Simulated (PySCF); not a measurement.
CH₃ClF₂Si. Atoms are numbered in the order given.

```xyz
8

C      1.5131     1.2629     0.0000
Si    -0.0721     0.3236     0.0000
F     -0.9647     0.6955     1.2908
F     -0.9647     0.6955    -1.2908
Cl     0.2215    -1.7059     0.0000
H      2.1069     1.0135     0.8926
H      2.1069     1.0135    -0.8926
H      1.3166     2.3465     0.0000
```
Charge 0, spin multiplicity 1.

Geometry optimised at B3LYP-D3(BJ)/def2-SVP.

Computed with PBE/def2-TZVP (PySCF).

Computed frontier levels, gap, dipole moment and polarisability:
```yaml
highest_occupied_level: -8.22 eV
lowest_empty_level: -0.23 eV
orbital_gap: 7.99 eV
dipole_moment: 2.33 D
quadrupole, principal values (traceless, Buckingham form, about the centre of nuclear charge): -2.91, -1.98, 4.89 D·Å
mean_static_polarisability: 47.1 bohr³ (6.98 Å³)
polarisability_principal_values: 40.9, 44.6, 55.8 bohr³
```
